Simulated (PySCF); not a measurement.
Species: C5H9NOSi.
Structure used (PBE0-D3(BJ)/def2-SVP), in Å, numbered top down from 1:
```
atom  x, y, z in Å
C1    -1.785   -0.129    0.587
C2    -0.336   -0.435    0.245
C3     0.005   -1.811    0.688
N4     0.302   -2.876    1.029
C5     0.663    0.550    0.898
C6     1.999    0.440    0.154
Si7    1.401    0.113   -1.607
O8    -0.164   -0.359   -1.157
H9    -1.950   -0.178    1.673
H10   -2.026    0.881    0.227
H11   -2.450   -0.848    0.091
H12    0.752    0.357    1.978
H13    0.238    1.560    0.775
H14    2.582   -0.423    0.517
H15    2.622    1.337    0.276
H16    2.115   -0.977   -2.329
H17    1.314    1.319   -2.480
```

Computed with PBE0-D3(BJ)/def2-SVP geometry optimisation, gas phase in PySCF.

Take the most abundant isotopes and a rigid rotor. The values belong to one conformer with, in the numbering `[CH3:1][C@:2]1([C:3]#[N:4])[CH2:5][CH2:6][SiH2:7][O:8]1`, C1–C2–C5–C6 -162°, C2–C5–C6–Si7 35°, C5–C6–Si7–O8 -18°, C6–Si7–O8–C2 -5°.

Problem. What are A, B and C (cm⁻¹)?

Solution. Ia = 202.42, Ib = 341.39, Ic = 375.51 u·Å²; 505379 MHz·u·Å²/I gives 2497, 1480 and 1346 MHz, that is A = 0.08328, B = 0.04938, C = 0.04489 cm⁻¹.

Problem. What kind of rotor is it?

Solution. An asymmetric top. Ray's parameter κ = (2B − A − C)/(A − C) = -0.766; −1 is the prolate and +1 the oblate limit.

Problem. What does the inertial defect say?

Solution. Not planar: Δ = Ic − Ia − Ib = -168.30 u·Å². For a rigid frame Δ = −2 Σ m c², so Σ m c² = 84.15 u·Å² lies off the ab plane: 17.38 from hydrogen and 66.77 from heavier atoms. The atom farthest from that plane is 2.20 Å away.

Problem. Give the other two planar moments, Paa and Pbb, and the rms extents of the mass along the axes.

Solution. Paa = Σ m a² = (Ib + Ic − Ia)/2 = 257.24 and Pbb = Σ m b² = (Ia + Ic − Ib)/2 = 118.27 u·Å². With the mass M = 127.05 u, the rms extents √(P/M) along a, b and c are 1.42, 0.96, 0.81 Å.

Problem. Where do the levels up to J = 3 lie, in cm⁻¹?

Solution. Above 0(0,0):
J = 1: 1(0,1) 0.0943, 1(1,1) 0.1282, 1(1,0) 0.1327
J = 2: 2(0,2) 0.2824, 2(1,2) 0.3122, 2(1,1) 0.3257, 2(2,1) 0.4274, 2(2,0) 0.4278
J = 3: 3(0,3) 0.5636, 3(1,3) 0.5881, 3(1,2) 0.6150, 3(2,2) 0.7102, 3(2,1) 0.7123, 3(3,1) 0.8912, 3(3,0) 0.8912
The levels of one J sum to (2J + 1)J(J + 1)(A + B + C)/3.

Problem. Predict some low-J microwave lines.

Solution. The dipole components are |μa| = 2.10 D, |μb| = 2.42 D, |μc| = 2.16 D. Intensities carry the squares of the components, which stand as 0.75 : 1.00 : 0.79 (a : b : c). Some lines, for components of 0.1 D or more:

```csv
type,branch,"J(Ka,Kc)",MHz,lower level (cm⁻¹)
a,Q,"2(1,1) ← 2(1,2)",404,0.312
c,Q,"1(1,1) ← 1(0,1)",1016,0.094
b,Q,"2(2,1) ← 2(1,2)",3452,0.312
c,R,"1(1,0) ← 0(0,0)",3977,0.000
b,R,"3(1,3) ← 2(0,2)",9164,0.282
a,R,"4(3,1) ← 3(3,0)",11332,0.891
c,R,"4(1,3) ← 3(0,3)",13087,0.564
b,R,"4(2,3) ← 3(1,2)",14150,0.615
c,R,"4(2,2) ← 3(1,2)",14331,0.615
c,R,"4(3,1) ← 3(2,1)",16696,0.712
b,R,"4(4,1) ← 3(3,0)",18891,0.891
```

Problem. Estimate the classical rotational partition function at 10 K, 100 K and 200 K.

Solution. Point group C1, symmetry number σ = 1; q = (√π/σ)·√((kT/h)³/(ABC)), k/h = 20836.6 MHz/K: 2390 at 10 K, 75600 at 100 K, 214000 at 200 K.

No PBE0-D3(BJ)/def2-SVP frequencies stand behind this structure, so it isn't proved a minimum. Constants of a rigid frame at the computed geometry: no zero-point averaging, no centrifugal distortion. A rigid rotor knows nothing of internal rotation, which can split or shift real lines. Quadrupole hyperfine structure (14N) is left out.
